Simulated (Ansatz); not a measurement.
Hf₂S₃, relaxed as a singlet with RKS r2SCAN-D4/def2-SVP in Ansatz, starting from the GFN1-xTB geometry. Force threshold 0.02 eV/Å.

In the def2 sets Hf takes a core potential; there is no spin–orbit coupling. The restricted singlet is unstable towards broken spin symmetry in Hartree–Fock (as tested in another run); at r2SCAN-D4/def2-SVP this wasn't settled. The relaxation made no stability test and no search for a lower SCF solution. No other spin state of charge 0 was run. Another isomer (singlet) lies 3.18 eV lower at PBE0-D4/def2-TZVP; other spin states weren't run for this one.

Start:

Cartesian coordinates in Å:
```
Hf -1.369 1.310 0.914
Hf 0.511 -0.451 -0.273
S -2.934 2.757 1.768
S 1.368 -2.661 -0.747
S 2.424 -0.955 -1.663
```

| step | energy (eV) | largest force component (eV/Å) | SCF passes |
| --- | --- | --- | --- |
| 1 | -35105.9050 | 1.351 | 28 |
| 2 | -35105.9884 | 0.516 | 38 |
| 3 | -35106.0256 | 0.205 | 39 |
| 4 | -35106.1483 | 1.119 | 41 |
| 5 | -35106.4023 | 1.561 | 37 |
| 6 | -35106.6640 | 1.370 | 45 |
| 7 | -35106.8926 | 0.721 | 52 |
| 8 | -35107.0223 | 0.455 | 49 |
| 9 | -35107.2278 | 0.637 | 50 |
| 10 | -35107.5374 | 0.677 | 47 |
| 11 | -35107.8823 | 0.743 | 38 |
| 12 | -35108.2151 | 0.829 | 39 |
| 13 | -35108.5489 | 0.876 | 39 |
| 14 | -35108.8446 | 0.601 | 33 |
| 15 | -35108.9796 | 0.444 | 41 |
| 16 | -35109.1105 | 0.581 | 38 |
| 17 | -35109.3241 | 0.701 | 37 |
| 18 | -35109.5601 | 0.666 | 41 |
| 19 | -35109.7229 | 0.600 | 35 |
| 20 | -35109.7771 | 0.451 | 38 |
| 21 | -35109.9749 | 0.626 | 36 |
| 22 | -35110.1980 | 0.859 | 35 |
| 23 | -35110.2336 | 0.244 | 34 |
| 24 (rejected) | -35110.2023 | 0.392 | 30 |
| 25 | -35110.2455 | 0.043 | 31 |
| 26 (rejected) | -35110.2451 | 0.056 | 26 |
| 27 | -35110.2456 | 0.097 | 25 |
| 28 | -35110.2459 | 0.006 | 26 |

Force components are those of the run's own axes.

End:

```xyz
5

Hf   -0.039    0.215    1.378
Hf   -1.035   -0.329   -0.875
S    -1.321    1.871    0.133
S     0.891   -1.832    0.048
S     1.505    0.075   -0.683
```

Bonds formed: Hf1–S4, Hf1–S5, Hf2–S3 (atoms count from 1).

No frequencies were taken in this run, so the end may be a saddle point.

Hardware: 4 threads of Intel Xeon Platinum 8259CL on a shared host. Wall time 1.8 min.
